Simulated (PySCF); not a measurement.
# LDA on Sb (antimony, neutral)

Configuration: [Kr] 4d10 5s1 5p3 6s1, high-spin 6S determinant (an excited configuration). All numbers are calculated (PySCF 2.14, the spin-free X2C one-electron Hamiltonian (Gaussian nucleus), in x2c-QZVPPall with one added diffuse shell each of s, p, d, f type (14s10p8d5f1g, 128 functions)).

```
Total energy                        : -6474.20 hartree
One-electron energy                 : -8890.14 hartree
Hartree (Coulomb) energy            : 2581.71 hartree
Exchange-correlation energy         : -165.77 hartree
⟨S²⟩                                : 8.7514
⟨L²⟩                                : 0.000
Sum of ⟨r⟩                          : 39.77 bohr
Sum of ⟨r²⟩                         : 91.92 bohr²
Langevin diamagnetic susceptibility : -72.8 ×10⁻⁶ cm³/mol
```

```csv
shell,electrons,mean orbital energy (hartree),"rms radius, mean of both spins (bohr)"
1s α,1,-1110.37698,0.0326
1s β,1,-1110.37151,0.0326
2s α,1,-169.17467,0.133
2s β,1,-169.17209,0.133
2p α,3,-152.10435,0.118
2p β,3,-152.10086,0.118
3s α,1,-33.30655,0.354
3s β,1,-33.30203,0.354
3p α,3,-27.72673,0.354
3p β,3,-27.72195,0.354
3d α,5,-19.13127,0.333
3d β,5,-19.12689,0.333
4s α,1,-5.63646,0.841
4s β,1,-5.62673,0.841
4p α,3,-3.92124,0.911
4p β,3,-3.90955,0.911
4d α,5,-1.42350,1.12
4d β,5,-1.40035,1.12
5s α,1,-0.66076,2.28
5p α,3,-0.33712,2.82
6s α,1,-0.07736,6.46
```

The outer electron is Rydberg-like, and this basis confines it to a smaller radius and binds it less than a complete one would.

Densities and radii are taken from the X2C orbitals without a picture-change correction, which distorts them close to the nucleus.
